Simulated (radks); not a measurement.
Excited configurations of Pt: one electron is placed in a higher orbital outside [Xe] 4f14 5d9. The ground configuration is [Xe] 4f14 5d9 6s1. All-electron calculation, Dirac Kohn-Sham, BLYP, spin-unpolarised, spherical densities, finite nucleus; open shells are shared between the two j in proportion to 2j + 1; Fermi nuclear charge, rms radius 5.427 fm. Program: a radial shooting solver on a logarithmic mesh with Libxc functionals. Excitation = E - E(ground); binding = E(ion) - E, where the ion is the core of charge +1; n* = 1/sqrt(2 binding) in atomic units, and the quantum defect is n - n*. Eigenvalue and <r> are those of j = l + 1/2.

| outer orbital | excitation (eV) | binding (eV) | eigenvalue (eV) | <r> (bohr) |
|---|---|---|---|---|
| 6p | 4.981 | 4.267 | -1.663 | 4.744 |
| 6d | 7.775 | 1.474 | -0.574 | 10.65 |
| 7s | 6.758 | 2.490 | -1.376 | 8.348 |
| 7p | 7.487 | 1.762 | -0.908 | 11.15 |

The Delta-SCF ionisation energy is 9.249 eV (NIST Atomic Spectra Database: 8.959 eV, measured). Self-interaction in the functional shifts the binding energies and quantum defects, so they are the method's values and not measured ones. Spin polarisation and multiplet splitting are left out, so open shells lie too high by an amount that depends on their filling. Sharing an open shell by 2j + 1 raises it above the true ground level by a part of the spin-orbit splitting, which enters the differences from NIST.

Beside tabulated values, note that spin-unpolarised runs miss the spin-polarisation part of the exchange energy of open shells.
